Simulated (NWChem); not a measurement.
Everything below was run with NWChem. System: CH7BO, charge 0, spin multiplicity 1, at a geometry optimised with PBE0/def2-SVP. The structure started from a generated list of species. Level: CCSD(T)/3-21G, 3 core orbitals frozen.

Job file:

```
start mol
memory heap 100 mb stack 700 mb global 1900 mb
geometry units angstroms nocenter noautoz noautosym
  B      0.653595    -0.224273    -0.196119
  H      1.307329    -0.997046     0.487650
  H      1.337920     0.528443    -0.884342
  C     -0.648973    -0.817828    -0.896707
  H     -1.278998    -0.059929    -1.397556
  H     -1.291651    -1.395510    -0.211668
  H     -0.327821    -1.513020    -1.691290
  O      0.060786     0.833751     1.009197
  H     -0.434402     1.537124     0.566764
  H      0.827193     1.258264     1.417701
end
basis spherical
  * library 3-21g
end
scf
  rhf
  nopen 0
  maxiter 100
  thresh 1e-7
  semidirect memsize 60000000 filesize 0
end
tce
  freeze core 3
  ccsd(t)
  2eorb
  2emet 13
  thresh 1e-6
  maxiter 100
  tilesize 24
end
task tce energy
```

Output (cleaned and shortened):

```
             Northwest Computational Chemistry Package (NWChem) 7.3.0
             --------------------------------------------------------

                                NWChem Input Module
                                -------------------

 Scaling coordinates for geometry "geometry" by  1.889725989
 (inverse scale =  0.529177249)

                             Geometry "geometry" -> ""
                             -------------------------

 Output coordinates in angstroms (scale by  1.889725989 to convert to a.u.)

  No.       Tag          Charge          X              Y              Z
 ---- ---------------- ---------- -------------- -------------- --------------
    1 B                    5.0000     0.65359500    -0.22427300    -0.19611900
    2 H                    1.0000     1.30732900    -0.99704600     0.48765000
    3 H                    1.0000     1.33792000     0.52844300    -0.88434200
    4 C                    6.0000    -0.64897300    -0.81782800    -0.89670700
    5 H                    1.0000    -1.27899800    -0.05992900    -1.39755600
    6 H                    1.0000    -1.29165100    -1.39551000    -0.21166800
    7 H                    1.0000    -0.32782100    -1.51302000    -1.69129000
    8 O                    8.0000     0.06078600     0.83375100     1.00919700
    9 H                    1.0000    -0.43440200     1.53712400     0.56676400
   10 H                    1.0000     0.82719300     1.25826400     1.41770100

 Effective nuclear repulsion energy (a.u.)      76.4877233138

            Nuclear Dipole moment (a.u.)
            ----------------------------
        X                 Y               Z
 ---------------- ---------------- ----------------
    -0.0000094486     0.0000018897    -0.0000037795


 Summary of "ao basis" -> "" (spherical)
 ------------------------------------------------------------------------------
       Tag                 Description            Shells   Functions and Types
 ---------------- ------------------------------  ------  ---------------------
 *                           3-21g                    on all atoms

 Summary of "ao basis" -> "ao basis" (spherical)
 ------------------------------------------------------------------------------
       Tag                 Description            Shells   Functions and Types
 ---------------- ------------------------------  ------  ---------------------
 B                           3-21g                   5        9   3s2p
 H                           3-21g                   2        2   2s
 C                           3-21g                   5        9   3s2p
 O                           3-21g                   5        9   3s2p

                                 NWChem SCF Module
                                 -----------------

  ao basis        = "ao basis"
  functions       =    41
  atoms           =    10
  closed shells   =    13
  open shells     =     0
  charge          =   0.00
  wavefunction    = RHF
  use symmetry    = F
  symmetry adapt  = F

 Summary of "ao basis" -> "ao basis" (spherical)
 ------------------------------------------------------------------------------
       Tag                 Description            Shells   Functions and Types
 ---------------- ------------------------------  ------  ---------------------
 B                           3-21g                   5        9   3s2p
 H                           3-21g                   2        2   2s
 C                           3-21g                   5        9   3s2p
 O                           3-21g                   5        9   3s2p

 Forming initial guess at       0.1s

      Superposition of Atomic Density Guess
      -------------------------------------

 Sum of atomic energies:        -139.70204611

      Non-variational initial energy
      ------------------------------

 Total energy =    -141.166812
 1-e energy   =    -339.702798
 2-e energy   =     122.048263
 HOMO         =      -0.345414
 LUMO         =       0.108080

 Starting SCF solution at       0.2s

 ----------------------------------------------
         Quadratically convergent ROHF

 Convergence threshold     :          1.000E-07
 Maximum no. of iterations :          100
 Final Fock-matrix accuracy:          1.000E-09
 ----------------------------------------------

              iter       energy          gnorm     gmax       time
             ----- ------------------- --------- --------- --------
                 1     -140.6482385781  7.31D-01  2.46D-01      0.2
                 2     -140.6903145787  1.99D-01  4.81D-02      0.2
                 3     -140.6937568596  1.27D-02  3.48D-03      0.2
                 4     -140.6937728808  6.39D-05  1.52D-05      0.2
                 5     -140.6937728813  3.93D-09  9.77D-10      0.3

       Final RHF  results
       ------------------

         Total SCF energy =   -140.693772881269
      One-electron energy =   -342.118522467909
      Two-electron energy =    124.937026272811
 Nuclear repulsion energy =     76.487723313829

        Time for solution =      0.1s

             Final eigenvalues
             -----------------

              1
    1  -20.5667
    2  -11.1053
    3   -7.5176
    4   -1.4540
    5   -0.9103
    6   -0.8023
    7   -0.7301
    8   -0.6444
    9   -0.5557
   10   -0.5211
   11   -0.4908
   12   -0.4217
   13   -0.4023
   14    0.1878
   15    0.2758
   16    0.3072
   17    0.3358
   18    0.3612
   19    0.3654
   20    0.4069
   21    0.4314
   22    0.4869
   23    0.6804

                       ROHF Final Molecular Orbital Analysis
                       -------------------------------------

 Vector   11  Occ=2.000000D+00  E=-4.908152D-01
              MO Center= -4.3D-01, -8.6D-01, -9.4D-01, r^2= 2.1D+00
   Bfn.  Coefficient  Atom+Function         Bfn.  Coefficient  Atom+Function
  ----- ------------  ---------------      ----- ------------  ---------------
    28     -0.262775   7 H  s                27     -0.254139   7 H  s
    18      0.238935   4 C  pz               22      0.215541   4 C  pz
    17      0.198339   4 C  py               21      0.180535   4 C  py

 Vector   12  Occ=2.000000D+00  E=-4.216510D-01
              MO Center=  1.2D-01, -5.3D-01, -4.8D-01, r^2= 2.1D+00
   Bfn.  Coefficient  Atom+Function         Bfn.  Coefficient  Atom+Function
  ----- ------------  ---------------      ----- ------------  ---------------
     3      0.306556   1 B  px               20     -0.278642   4 C  px
    16     -0.276525   4 C  px               19     -0.188754   4 C  s
    11      0.174848   2 H  s                22     -0.161147   4 C  pz
    18     -0.154480   4 C  pz

 Vector   13  Occ=2.000000D+00  E=-4.022534D-01
              MO Center=  7.3D-01, -2.6D-01, -3.0D-01, r^2= 2.5D+00
   Bfn.  Coefficient  Atom+Function         Bfn.  Coefficient  Atom+Function
  ----- ------------  ---------------      ----- ------------  ---------------
    13      0.336491   3 H  s                11     -0.289775   2 H  s
     4      0.240380   1 B  py               12      0.210263   3 H  s
     5     -0.194232   1 B  pz               10     -0.192975   2 H  s

 Vector   14  Occ=0.000000D+00  E= 1.877965D-01
              MO Center=  2.8D-01,  1.2D+00,  7.7D-01, r^2= 3.0D+00
   Bfn.  Coefficient  Atom+Function         Bfn.  Coefficient  Atom+Function
  ----- ------------  ---------------      ----- ------------  ---------------
    34      1.028866   8 O  s                39     -0.754645   9 H  s
    41     -0.753879  10 H  s                 6      0.348551   1 B  s
    36      0.338387   8 O  py               28     -0.253914   7 H  s
     9     -0.225105   1 B  pz                8     -0.179850   1 B  py
    32      0.151990   8 O  py

 Vector   15  Occ=0.000000D+00  E= 2.757808D-01
              MO Center= -4.1D-02,  8.9D-01,  3.6D-01, r^2= 4.2D+00
   Bfn.  Coefficient  Atom+Function         Bfn.  Coefficient  Atom+Function
  ----- ------------  ---------------      ----- ------------  ---------------
    19      1.131412   4 C  s                39     -0.995208   9 H  s
    41      0.778634  10 H  s                24     -0.657881   5 H  s
    35     -0.542745   8 O  px                9      0.318759   1 B  pz
    26     -0.311119   6 H  s                 7      0.295602   1 B  px
    37     -0.284267   8 O  pz                8      0.256960   1 B  py

 Vector   16  Occ=0.000000D+00  E= 3.072297D-01
              MO Center=  4.3D-01,  8.4D-03,  3.6D-03, r^2= 4.8D+00
   Bfn.  Coefficient  Atom+Function         Bfn.  Coefficient  Atom+Function
  ----- ------------  ---------------      ----- ------------  ---------------
    19      1.297372   4 C  s                41     -0.965153  10 H  s
     8      0.736440   1 B  py                9      0.676105   1 B  pz
    24     -0.516522   5 H  s                26     -0.482641   6 H  s
    37      0.392498   8 O  pz               28     -0.307150   7 H  s
    36      0.243102   8 O  py                6     -0.239844   1 B  s

 center of mass
 --------------
 x =   0.02137097 y =   0.01665958 z =   0.06138884

 moments of inertia (a.u.)
 ------------------
         227.893040725352         -27.603875352922         -34.124940985050
         -27.603875352922         186.562528937899         -97.867108245227
         -34.124940985050         -97.867108245227         167.424034430860

  Mulliken analysis of the total density
  --------------------------------------

    Atom       Charge   Shell Charges
 -----------   ------   -------------------------------------------------------
    1 B    5     4.62   1.99  0.37  1.19  0.53  0.54
    2 H    1     1.10   0.46  0.64
    3 H    1     1.12   0.46  0.66
    4 C    6     6.88   1.99  0.34  1.61  1.19  1.75
    5 H    1     0.86   0.46  0.40
    6 H    1     0.83   0.46  0.37
    7 H    1     0.82   0.46  0.36
    8 O    8     8.66   1.99  0.42  2.12  1.47  2.66
    9 H    1     0.56   0.41  0.15
   10 H    1     0.56   0.41  0.15

       Multipole analysis of the density wrt the origin
       ------------------------------------------------

     L   x y z        total         open         nuclear
     -   - - -        -----         ----         -------
     0   0 0 0     -0.000000      0.000000     26.000000

     1   1 0 0     -0.214019      0.000000     -0.000009
     1   0 1 0      1.619031      0.000000      0.000002
     1   0 0 1      0.793578      0.000000     -0.000004

     2   2 0 0    -17.507783      0.000000     44.553472
     2   1 1 0      0.468585      0.000000     17.886817
     2   1 0 1      1.500890      0.000000     22.632128
     2   0 2 0    -12.303585      0.000000     68.868954
     2   0 1 1      2.907552      0.000000     57.104800
     2   0 0 2    -16.048352      0.000000     76.328041

                   NWChem Extensible Many-Electron Theory Module
                   ---------------------------------------------


            General Information
            -------------------
      Number of processors :     1
         Wavefunction type : Restricted Hartree-Fock
          No. of electrons :    26
           Alpha electrons :    13
            Beta electrons :    13
           No. of orbitals :    82
            Alpha orbitals :    41
             Beta orbitals :    41
        Alpha frozen cores :     3
         Beta frozen cores :     3
     Alpha frozen virtuals :     0
      Beta frozen virtuals :     0
         Spin multiplicity : singlet
    Number of AO functions :    41
       Number of AO shells :    29
        Use of symmetry is : off
      Symmetry adaption is : off
         Schwarz screening : 0.10D-09

          Correlation Information
          -----------------------
          Calculation type : Coupled-cluster singles & doubles w/ perturbation
   Perturbative correction : (T)
            Max iterations :      100
        Residual threshold : 0.10D-05
     T(0) DIIS level shift : 0.00D+00
     L(0) DIIS level shift : 0.00D+00
     T(1) DIIS level shift : 0.00D+00
     L(1) DIIS level shift : 0.00D+00
     T(R) DIIS level shift : 0.00D+00
     T(I) DIIS level shift : 0.00D+00
   CC-T/L Amplitude update :  5-th order DIIS
                I/O scheme : Global Array Library
        L-threshold :  0.10D-05
        EOM-threshold :  0.10D-05
 no EOMCCSD initial starts read in
 TCE RESTART OPTIONS
 SLICE:      F
 D4D5:       F
 quantumc:   F
 qrotation:  F
 pwtce:      F
 qducc:      F
 nacto:                         0
 nrotv:                         0
 nrot:                          0

            Memory Information
            ------------------
          Available GA space size is     249035119 doubles
          Available MA space size is     104855500 doubles

 Maximum block size supplied by input
 Maximum block size        24 doubles

 tile_dim =     14

 -------------------------------------------------

 Global array virtual files algorithm will be used

 Parallel file system coherency ......... OK

 4-electron integrals stored in orbital form

 v2    file size   =           550736
 4-index algorithm nr.  13 is used
 imaxsize =       30
 imaxsize ichop =        0


CCSD iterations
 ---------------------------------------------------------
 Iter          Residuum       Correlation     Cpu    Wall
 ---------------------------------------------------------
    1   0.1496989099802  -0.2792121190725     0.1     0.1
    2   0.0492067875016  -0.3015507508525     0.1     0.1
    3   0.0191758215650  -0.3092240120133     0.1     0.1
    4   0.0081272217550  -0.3116715365772     0.1     0.1
    5   0.0035962113151  -0.3126178202106     0.1     0.1
    6   0.0004366799803  -0.3132539646078     0.1     0.1
    7   0.0001695419788  -0.3132717098510     0.1     0.1
    8   0.0000773589966  -0.3132727772967     0.1     0.1
    9   0.0000383463205  -0.3132727093375     0.1     0.1
   10   0.0000197475068  -0.3132730485317     0.1     0.1
   11   0.0000053118482  -0.3132729291685     0.1     0.1
   12   0.0000023733162  -0.3132735058102     0.1     0.1
   13   0.0000012967447  -0.3132736012590     0.1     0.1
   14   0.0000007430126  -0.3132736420026     0.1     0.1
 -----------------------------------------------------------------
 Iterations converged
 CCSD correlation energy / hartree =        -0.313273642002596
 CCSD total energy / hartree       =      -141.007046523271725

 Singles contributions

 Doubles contributions
 CCSD(T)
 Using plain CCSD(T) code

 CCSD[T]  correction energy / hartree =        -0.006145870355400
 CCSD[T] correlation energy / hartree =        -0.319419512357995
 CCSD[T] total energy / hartree       =      -141.013192393627122
 CCSD(T)  correction energy / hartree =        -0.005797936843326
 CCSD(T) correlation energy / hartree =        -0.319071578845922
 CCSD(T) total energy / hartree       =      -141.012844460115048

 Task  times  cpu:        8.7s     wall:        8.7s

 Total times  cpu:        8.7s     wall:        8.7s
```
